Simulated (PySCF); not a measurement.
C₅H₄F₂O, SMILES O=C1/C(=C/F)C[C@H]1F. The structure is a stationary point at PBE0-D3(BJ)/def2-SVP. The structure was generated by enumeration; whether it is a known compound was not checked.

Task: Give the equilibrium geometry at PBE0-D3(BJ)/def2-SVP (PySCF confirms it by a frequency run) as a Z-matrix. (The exact figures need the calculation; the answer reports its results.)

Result: 
```
C
C 1 1.3329
F 2 1.3189 1 122.93
H 2 1.0946 3 113.73 1 -179.73
C 1 1.4884 2 131.09 4 2.41
O 5 1.1967 1 135.83 2 -14.31
C 1 1.5104 2 136.88 4 178.61
H 7 1.0990 1 117.56 2 -47.46
H 7 1.1016 8 109.37 1 -129.91
C 5 1.5454 6 134.71 1 177.54
F 10 1.3550 5 117.50 6 -48.42
H 10 1.1054 11 109.32 7 129.59
```
